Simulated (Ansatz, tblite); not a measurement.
Removing an electron: [Cu(OH)2]- (CuO₂H₂⁻). Charge -1, multiplicity 1. Geometry: r2SCAN-D4/def2-TZVPD. Ansatz, gas phase; energy differences of separate SCF runs; the oxidised species was run as a doublet alone.

```xyz
5

Cu    0.027    0.112    0.175
O     0.841    1.464   -0.733
H     0.324    1.610   -1.535
O    -0.771   -1.168    1.195
H    -0.421   -2.017    0.898
```

The xTB rows come from tblite. HOMO above LUMO, or a gap near zero within one spin, warns that the state may not be the lowest or that an electron is smeared out.

Q: Estimate orbital energies and vertical ionisation energies at: GFN1-xTB; GFN2-xTB; PBE-D4/def2-TZVPD; r2SCAN-D4/def2-TZVPD; PBE0-D4/def2-TZVPD.

A: 
```csv
level,−HOMO (eV),vertical IE (eV),−LUMO (eV),HOMO–LUMO gap (eV),remarks
GFN1-xTB,4.30,7.51,-1.71,6.01,–
GFN2-xTB,2.68,7.40,-4.77,7.44,–
PBE-D4/def2-TZVPD,-0.72,2.78,-3.19,2.46,"HOMO above zero (-1 singlet), gap within one spin near zero (doublet)"
r2SCAN-D4/def2-TZVPD,-0.58,2.75,-3.61,3.03,"HOMO above zero (-1 singlet), restricted SCF unstable in HF (-1 singlet)"
PBE0-D4/def2-TZVPD,0.77,2.85,-3.79,4.56,restricted SCF unstable in HF (-1 singlet)
```

Relaxing the oxidised species (r2SCAN-D4/def2-TZVPD) changes its energy by -0.41 eV at PBE-D4/def2-TZVPD, so the adiabatic ionisation energy to this nearest minimum is 2.37 eV. At PBE0-D4/def2-TZVPD it is 2.45 eV.  Run but left out: HF/def2-TZVPPD, MP2/def2-TZVPPD, CCSD/def2-TZVPPD, CCSD(T)/def2-TZVPPD (singlet: restricted singlet, unstable towards broken spin symmetry).  A HOMO above zero means that the electron is unbound at that level or that self-interaction error raises the level; the energy of removing that electron tells which. Raw xTB energy differences between charge states are shifted by several eV; the methods need an empirical correction for them.
